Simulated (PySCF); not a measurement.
Compound: C3H7Si (charge -1).
SMILES with atom numbers: `[SiH2-:1][CH:2]1[CH2:3][CH2:4]1`

Geometry (GFN2-xTB, Å), atoms numbered from 1 in this order:
```xyz
11
C3H7Si angstrom
Si     1.9184    0.2706    0.2293
C      0.0604    0.2907    0.5551
C     -0.9522    0.1939   -0.5459
C     -0.7281   -0.9622    0.3833
H      1.9806   -0.1818   -1.1760
H      2.2058    1.7156    0.0959
H     -0.2407    0.9065    1.4042
H     -1.9019    0.7236   -0.4792
H     -0.5965    0.0971   -1.5656
H     -0.2152   -1.8340   -0.0070
H     -1.5252   -1.2173    1.0800
```

Probes without a nucleus sit at each ring's centroid and 1 Å off its mean plane on both sides; NICS is minus the shielding there, NICSzz its component along the normal. Level: GIAO PBE0/pcSseg-1 (PySCF, non-relativistic, gas phase) on the GFN2-xTB geometry, one conformer.

Ring bond lengths (Å), with Mayer bond orders in brackets: C2–C3 1.499 (0.95), C3–C4 1.500 (0.97), C4–C2 1.490 (0.97).

Problem. What do the NICS probes read (ppm)?

Solution. 
```tsv
ring	type	NICS(0)	NICS(1), two faces	NICS(1)zz, two faces	rms pucker (Å)	centre to ring atoms, mean (Å)
C2–C3–C4	3-membered carbocycle; formal bonds all single	-45.4	-8.4 / -9.0	-23.9 / -23.0	0.00	0.86
```

Problem. What can be read from them?

Solution. 
- C2–C3–C4: mean NICS(1)zz -23.5 ppm, shielded. C2, C3, C4 have four or more neighbours; no verdict on aromaticity is drawn. NICS(0) lies 37 ppm below the mean NICS(1).

Problem. At the first NICS(1) probe listed for ring C2–C3–C4, 1 Å off the ring, what do the in-plane components average?

Solution. The isotropic value is a third of the trace: (3 × -8.4 − (-23.9))/2 = -0.7 ppm.

Problem. Give the inner angles of the rings and the Hirshfeld charges of the ring atoms.

Solution. 
- C2–C3–C4: C2 60.2° (-0.155 e), C3 59.6° (-0.124 e), C4 60.2° (-0.119 e); sum 180.0° against 180° for a flat convex ring.

Problem. What are the shieldings of the ring atoms and their hydrogens in the same run (means over atoms taken as equivalent)?

Solution. 
```tsv
atoms	environment	σ isotropic (ppm)	principal values of the symmetric part, first atom (ppm)
C2	sp3 carbon bound to silicon	187.0	156.8, 177.8, 226.4
C3 (×2)	three-membered-ring carbon	173.7	126.2, 169.9, 212.0
H7	methine hydrogen	32.58	26.4, 28.7, 42.7
H8 (×2)	methylene hydrogen	31.26	24.4, 27.3, 40.9
H9 (×2)	methylene hydrogen	32.31	26.2, 30.5, 40.1
```

The run took 12 s wall on Intel Xeon, one thread, on a shared host, and the process peaked at 0.51 GiB of memory. This is the whole shielding run at PBE0/pcSseg-1, SCF included.
